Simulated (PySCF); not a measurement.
# Induced dipoles and field energies

C3H6ClFO2S.
Structure used (GFN2-xTB), in Å, numbered top down from 1:
```xyz
14
C3H6ClFO2S angstrom
C     -1.6096    0.0592   -0.5428
C     -0.7679    0.1045    0.7180
F     -1.3803    0.9241    1.6506
C      0.6318    0.6369    0.4600
S      1.4928   -0.6764   -0.4233
O      1.3210   -1.9155    0.2586
O      1.2220   -0.6180   -1.8216
Cl     3.4280   -0.1175   -0.1792
H     -2.5850   -0.3687   -0.3250
H     -1.1104   -0.5448   -1.2941
H     -1.7531    1.0667   -0.9282
H     -0.6957   -0.8833    1.1894
H      1.1671    0.8135    1.3885
H      0.6384    1.5187   -0.1731
```

Level: CAM-B3LYP/def2-SVPD (PySCF); nuclei fixed, core orbitals frozen in the response. Permanent dipole (-0.455, 1.998, 0.618) D (1 au = 2.5417 D). Static polarisability (au):

```
x   94.89 -0.04 -0.89
y   -0.04 68.80  1.98
z   -0.89  1.98 69.77
```

Only the terms in μ and α are kept: μ(F) = μ + αF and ΔE = −μ·F − ½ F·αF.

Question: What do fields of 0.514 V/Å (0.01 au) along the six axis directions do?

Answer: 
| field along | induced x (D) | induced y (D) | induced z (D) | total size (D) | −μ·F (kJ/mol) | −½F·αF (kJ/mol) |
| --- | --- | --- | --- | --- | --- | --- |
| +x | 2.412 | -0.001 | -0.023 | 2.859 | +4.700 | -12.457 |
| −x | -2.412 | 0.001 | 0.023 | 3.553 | -4.700 | -12.457 |
| +y | -0.001 | 1.749 | 0.050 | 3.833 | -20.638 | -9.032 |
| −y | 0.001 | -1.749 | -0.050 | 0.768 | +20.638 | -9.032 |
| +z | -0.023 | 0.050 | 1.773 | 3.185 | -6.384 | -9.159 |
| −z | 0.023 | -0.050 | -1.773 | 2.305 | +6.384 | -9.159 |

Question: For the field (0.0090, -0.0050, 0.0060) au, what is the induced dipole, and what angle does it make with the field?

Answer: αF = (2.158, -0.845, 1.019) D, at 9.4° to the field. The polarisability along this direction, F·αF/F², is 82.44 au, against a mean of 77.82 au.

Question: At what field along the permanent dipole would the induced dipole along it equal the permanent one, in this linear picture?

Answer: The polarisability along the dipole is 71.25 au, so F = 0.8421 au / 71.25 au = 0.0118 au = 0.61 V/Å; higher-order terms are ignored.

Question: What field makes μF equal to kT at 400 K?

Answer: kT = 1.2667 × 10⁻³ Eh, so F = 0.0015 au = 7.74 MV/cm.

Question: A unit point charge sits 8 Å away. Estimate the induction energy −αe²/2R⁴ with the mean polarisability, treating the molecule as a point.

Answer: R = 15.12 bohr, so the energy is −77.8/(2 × 15.12⁴) Eh = -1.96 kJ/mol. The charge–dipole term at its most favourable orientation, −μe/R², is -9.67 kJ/mol.

Geometry: GFN2-xTB, one conformer, isolated molecule.

These values come from a run that also computed excited states. Cost: about 2.3 min of CPU time on one thread; the machine was shared, so the figure is rough.
